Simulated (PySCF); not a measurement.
The vertical singlet excitations below were computed for one of the candidates. Computed with PySCF, TDDFT PBE0/def2-SVPD, vertical, gas phase, core orbitals frozen in the response. Geometries: PBE0-D3(BJ)/def2-SVP, one conformer each.

| state | λ (nm) | f |
| --- | --- | --- |
| S1 | 490.8 | 0.0000 |
| S2 | 272.2 | 0.0056 |
| S3 | 222.2 | 0.299 |
| S4 | 212.0 | 0.028 |
| S5 | 211.1 | 0.016 |
| S6 | 191.9 | 0.014 |

Orbital energies (eV): HOMO-3 -9.40, HOMO-2 -8.21, HOMO-1 -7.80, HOMO -6.46, LUMO -2.17, LUMO+1 0.42, LUMO+2 0.88.

Question: Which candidate is it? All have the formula C5H8OS.
A. `CC(=S)C1COC1`
B. `O=C1CCSCC1`
C. `C=CCOC(C)=S`

Answer: A. Its S1, at 2.53 eV, is the lowest among the candidates; the nearest of the others has S1 at 3.43 eV. S1 is HOMO→LUMO (100%). S1 has the pattern of n→π* at C=S. At the same level the other candidates give, for their lowest levels:
- `C=CCOC(C)=S`: 361 nm (f 0.000); 228 nm (f 0.028); 215 nm (f 0.185); 211 nm (f 0.088); 201 nm (f 0.044); T1 3.04 eV; HOMO -6.56, LUMO -1.36 eV
- `O=C1CCSCC1`: 289 nm (f 0.000); 257 nm (f 0.006); 224 nm (f 0.000); 194 nm (f 0.053); 188 nm (f 0.030); T1 3.69 eV; HOMO -6.77, LUMO -0.83 eV

Shape of the structure used: `[CH3:1][C:2](=[S:3])[CH:4]1[CH2:5][O:6][CH2:7]1`: C1–C2–C4–C5 -61°.
Triplets come from the Tamm–Dancoff approximation.
